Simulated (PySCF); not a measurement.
Shapes and spin states of ReS₂⁺

Computed with PBE0 in PySCF with Re def2-SVP with ECP60, S def2-SVP; scalar-relativistic core potentials, no spin–orbit coupling; density-fitted integrals.

Relaxations began from a few typed shapes and spin states; open shells are unrestricted. The search is not exhaustive: other isomers or separated fragments can lie lower, and high-lying points may rest on an excited occupation.

```
                                                 spin  group                           bonds                           angles  imaginary modes (cm⁻¹)  ΔE (kJ/mol)  ΔE with ZPE (kJ/mol)
                                              triplet    C2v               Re–S 2.068 Å (×2)                    S–Re–S 110.3°                    none          0.0                   0.0
singlet (closed shell, unstable to spin polarisation)    C2v               Re–S 2.040 Å (×2)                    S–Re–S 104.6°                    none         35.0                  35.6
                                  triplet (⟨S²⟩ 2.50)    C2v  Re–S 2.256 Å (×2), S–S 2.008 Å  Re–S–S 63.6° (×2), S–Re–S 52.9°                    none        136.6                 135.7
                   broken-symmetry Ms = 1 (⟨S²⟩ 3.42)    D∞h               Re–S 2.218 Å (×2)                    S–Re–S 180.0°              113i, 103i        140.9                     –
singlet (closed shell, unstable to spin polarisation)    C2v  Re–S 2.164 Å (×2), S–S 2.084 Å  Re–S–S 61.2° (×2), S–Re–S 57.6°                    none        219.4                 219.2
```

The lowest minimum found is the triplet C2v: Re–S 2.068 Å (×2); S–Re–S 110.3°.

Formally Re is in oxidation state +5, d2, with 2 unpaired electrons (the high-spin count). The Mulliken spin on Re is 2.13. The polar-tensor charge on Re, 1.23, is far below the formal one.

For the lowest minimum: with open d or f shells other occupations or spin states may lie lower. With an element this heavy the missing spin–orbit coupling can shift these numbers.

The electron or spin density has lower symmetry than the nuclear frame for the broken-symmetry Ms = 1 (⟨S²⟩ 3.42) D∞h at 140.9 kJ/mol.
